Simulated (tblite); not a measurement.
Compound: C4H4BrPS.
SMILES with atom numbers: `[CH3:1][c:2]1[p:3][cH:4][c:5]([Br:6])[s:7]1` (hydrogens: H8, H9, H10 on C1; H11 on C4)

Computed with GFN2-xTB (tblite), gas phase: L-BFGS steps from a force-field or distance-geometry start until the largest atomic force falls under 0.01 eV/Å.

At the end of the run (lengths in Å): C4–C5 1.351, C2–S7 1.731, C2–P3 1.715, C5–Br6 1.894, C5–S7 1.727, C1–C2 1.491, C1–H9 1.090, P3–C2–S7 117.6°, C4–C5–S7 117.7°, C1–C2–P3 124.6°, C2–S7–C5 94.3°, H8–C1–C2–P3 0°.

Task: These geometries were met on the way; a selection of coordinates is given. Order them by energy above the end point, lowest first.
A. C4–C5 1.351, C2–S7 1.738, C2–P3 1.721, C5–Br6 1.876, C5–S7 1.730, C1–C2 1.500, C1–H9 1.085, P3–C2–S7 116.1°, C4–C5–S7 117.3°, C1–C2–P3 127.2°, C2–S7–C5 95.3°, H8–C1–C2–P3 41°
B. C4–C5 1.344, C2–S7 1.723, C2–P3 1.722, C5–Br6 1.915, C5–S7 1.737, C1–C2 1.504, C1–H9 1.089, P3–C2–S7 114.3°, C4–C5–S7 115.5°, C1–C2–P3 127.9°, C2–S7–C5 97.6°, H8–C1–C2–P3 41°
C. C4–C5 1.431, C2–S7 1.866, C2–P3 1.788, C5–Br6 1.961, C5–S7 1.768, C1–C2 1.533, C1–H9 1.101, P3–C2–S7 112.8°, C4–C5–S7 113.4°, C1–C2–P3 130.4°, C2–S7–C5 97.8°, H8–C1–C2–P3 40°
D. C4–C5 1.575, C2–S7 1.925, C2–P3 1.874, C5–Br6 1.912, C5–S7 1.780, C1–C2 1.478, C1–H9 1.125, P3–C2–S7 110.9°, C4–C5–S7 111.0°, C1–C2–P3 130.8°, C2–S7–C5 100.1°, H8–C1–C2–P3 40°
E. C4–C5 1.366, C2–S7 1.780, C2–P3 1.716, C5–Br6 1.965, C5–S7 1.738, C1–C2 1.538, C1–H9 1.094, P3–C2–S7 113.8°, C4–C5–S7 115.4°, C1–C2–P3 129.3°, C2–S7–C5 97.7°, H8–C1–C2–P3 40°

Result: A (0.050 eV), B (0.099 eV), E (0.217 eV), C (0.682 eV), D (1.758 eV).

```
step  E above end (eV)  rms distance from the end, all atoms (Å)  largest force (eV/Å)  rms shift of all bonds from the end (Å)
   7             0.050                                     0.328                 0.347                                    0.007
   5             0.099                                     0.332                 0.714                                    0.009
   3             0.217                                     0.340                 1.106                                    0.032
   1             0.682                                     0.350                 2.774                                    0.060
   0             1.758                                     0.361                 5.282                                    0.104
```

Rows stand in the order of the answer.
